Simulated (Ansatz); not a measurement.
## Abstraction of F: C2H3FSi + Ge(CH3)F2 → C2H3Si + Ge(CH3)F3

Species: C2H3FSi `C#C[SiH2]F`, singlet; Ge(CH3)F2, doublet; C2H3Si `C#C[SiH2]`, doublet; Ge(CH3)F3, singlet. A radical takes F: the energy is the difference in strength between the Si–F bond broken and the Ge–F bond made.

Shapes, held fixed at every level: PBE0-D4/def2-TZVP. Programs: Ansatz 0.2.0. The zero-point and thermal change to 298 K, harmonic and unscaled (PBE0-D4/def2-TZVP), is -3.4 kJ/mol.

Question: Estimate ΔH(298 K) of this reaction.

Answer: The highest level, CCSD(T)/def2-TZVPP, gives ΔH(298 K) = +66.9 kJ/mol; the levels span +44.8 to +85.6. The column of differences is taken from that level and isn't an error. No measured value is set beside it here. Spin contamination: C2H3Si (⟨S²⟩ up to 0.85). Open shells run unrestricted unless RO is named. Relativity is left out for Ge unless named. Correlated rows may include outer-core shells of Ge, which these sets cover unevenly. Times are processor times on shared x86 and Arm servers, and rough.

| level | kind | ΔH(298 K) (kJ/mol) | less CCSD(T)/def2-TZVPP | CPU time (sum over the molecules) |
| --- | --- | --- | --- | --- |
| SPW92/def2-TZVPP | LDA | +71.2 | +4.3 | 13 s |
| B3LYP-D4/def2-TZVPP | global hybrid | +83.2 | +16.3 | 39 s |
| PBE0-D4/def2-TZVPP | global hybrid | +69.7 | +2.8 | 28 s |
| wB97X-V/def2-TZVPP | range-separated hybrid | +75.5 | +8.6 | 79 s |
| B2PLYP/def2-TZVPP | double hybrid | +79.7 | +12.8 | 46 s |
| MP2/def2-TZVPP | perturbation theory | +85.6 | +18.7 | – |
| CCSD(T)/def2-SVP | coupled cluster or CI | +44.8 | -22.1 | 67 s |
| CCSD(T)/def2-TZVPP | coupled cluster or CI | +66.9 | 0.0 | 6.2 min |
